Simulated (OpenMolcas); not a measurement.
# Ir3+ in MgO: curves along the breathing mode

Ir3+ with its 6 nearest oxide ions, on the Mg site of MgO (a = 4.2112 Å, distance in the model lattice 2.106 Å). The rest of the host is ab initio model potentials to 7.6 Å, with orthogonalisation functions on the cations behind the ligands, and point charges beyond; the distance is set by hand and nothing relaxes, and no local charge compensation is placed. Ligand basis ANO-RCC-VDZP.

* Program: OpenMolcas 26.06
* Method: SS-CASPT2, IPEA 0.25 Eh, imaginary shift 0.1 Eh (closed shells correlated: 5s 5p and the ligand valence shells)
* Basis: ANO-RCC-VDZP [7s6p4d2f]
* Scalar Hamiltonian: DKH2, point nucleus
* Active space: 6 electrons in 5 orbitals (5d)
* State averaging: 2S+1 = 5 even, 5 roots; 2S+1 = 3 even, 45 roots; 2S+1 = 1 even, 50 roots
* Spin-orbit coupling: RASSI with atomic mean-field integrals over the reference wave functions

Spin-free energies (labels of O, the rotations of Oh) in cm-1 above the lowest fitted minimum, as all ligands move together:

```tsv
R (Å)	1A1	1T2	5T2	3E	1E	3A2	1E(2)
1.939	12670	55600	72750	84530	86720	93640	96710
1.985	5040	46040	59940	71630	73760	80700	83790
2.03	1080	39720	51540	63080	65060	72060	75100
2.076	70	36520	46680	57960	59730	66850	69750
2.122	1740	36250	45080	56070	57590	64870	67560
2.167	5650	38210	46370	57000	58240	65730	68130
2.213	11770	42980	50370	60580	61470	69220	71270
```

Cubic fits give the following; the wavenumber is harmonic, with the mass of all moving ligands, small differences in it between states hang on the degree of the fit, a number in brackets counts states of one label, and the table is a selection of at most 14 states with clean curves.

```csv
State,R0 (Å),Breathing mode (cm-1),Minimum (cm-1)
1A1,2.070,681,0
1T2,2.105,673,35960
5T2,2.122,701,45080
3E,2.127,689,56040
1E,2.132,679,57520
3A2,2.129,688,64830
1E(2),2.133,675,67470
5E,2.146,711,76110
1E(3),2.137,662,78530
3E(2),2.155,690,83470
3E(3),2.153,697,87790
1E(4),2.158,676,91320
1E(5),2.180,692,122210
```

The minimum of 1T2 is shifted by +0.0360 Å against 1A1 (from the unrounded fits). With M = 96.0 u for the moving shell, the Huang-Rhys factor in this mode is S = M ω ΔR² / 2ħ = 0.01483 × 96.0 × 681 × 0.0360² = 1.26. Only the first shell moves, against a rigid host.

Roots that are degenerate in the reference are averaged as groups; the widest CASPT2 spread within a group is 1400 cm-1 (the 3-fold group of multiplicity 1 near 88400 cm-1 above the lowest state of its run, R = 1.939). Shifts and gaps below about the spread of the groups concerned are not significant. Over all roots computed the reference weight is 0.68 to 0.70 in R = 1.939, 0.68 to 0.70 in R = 1.985, 0.67 to 0.70 in R = 2.03, 0.67 to 0.69 in R = 2.076, 0.67 to 0.69 in R = 2.122, 0.66 to 0.69 in R = 2.167, 0.65 to 0.68 in R = 2.213; a low but even weight reflects the number of correlated electrons. Ligand-to-metal charge-transfer states are missing. With no ligand orbital active B as a rule stays too high, so bands that hang on it stand too high and its fall with covalency is understated. With one d shell and no ligand orbital active, 10Dq can be off by a tenth or more. The least metal-like active orbital is 68 % on the metal (Löwdin) and no ligand orbital is active, so the numbers are rough, and ground spin, moment and any spin crossover can be artefacts of this space; highly charged d ions in such sites are as a rule low spin (holds for R = 1.939). The least metal-like active orbital is 69 % on the metal (Löwdin) and no ligand orbital is active, so the numbers are rough, and ground spin, moment and any spin crossover can be artefacts of this space; highly charged d ions in such sites are as a rule low spin (holds for R = 1.985). The least metal-like active orbital is 70 % on the metal (Löwdin) and no ligand orbital is active, so the numbers are rough, and ground spin, moment and any spin crossover can be artefacts of this space; highly charged d ions in such sites are as a rule low spin (holds for R = 2.03; R = 2.167; R = 2.213). The least metal-like active orbital is 70 % on the metal (Löwdin) and no ligand orbital is active, so the numbers are rough (holds for R = 2.076; R = 2.122). No measured value stands beside these numbers.
